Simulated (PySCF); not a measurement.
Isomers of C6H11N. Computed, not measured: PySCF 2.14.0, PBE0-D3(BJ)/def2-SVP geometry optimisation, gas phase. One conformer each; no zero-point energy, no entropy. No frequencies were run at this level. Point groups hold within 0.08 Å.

Question: Order them by energy at this level, lowest first, and give relative energies in kcal/mol.
A. `[CH3:1][CH2:2][CH2:3][CH2:4][CH2:5][C:6]#[N:7]` with C1–C2–C3–C4 180°, C2–C3–C4–C5 180°, C3–C4–C5–C6 -62° (hexanenitrile)
B. `[CH2:1]=[N:2][CH:3]1[CH2:4][CH2:5][CH2:6][CH2:7]1` with C1–N2–C3–C4 119°, N2–C3–C4–C5 138°, C3–C4–C5–C6 -38°, C4–C5–C6–C7 42°, C5–C6–C7–C3 -30°

Answer: A (0.0), B (6.5).

As drawn, the lower has a C≡N group, which the higher lacks; the higher has a C=N bond, which the lower lacks.

```json
{"SMILES": "CCCCCC#N", "E (Eh)": "-289.45455", "E rel (kcal/mol)": "0.0", "dipole (D)": "3.87", "point group": "C1", "A, B, C (MHz)": "5460, 1122, 985.6"}
{"SMILES": "C=NC1CCCC1", "E (Eh)": "-289.44426", "E rel (kcal/mol)": "6.5", "dipole (D)": "1.22", "point group": "C1", "A, B, C (MHz)": "5947, 1833, 1562"}
```
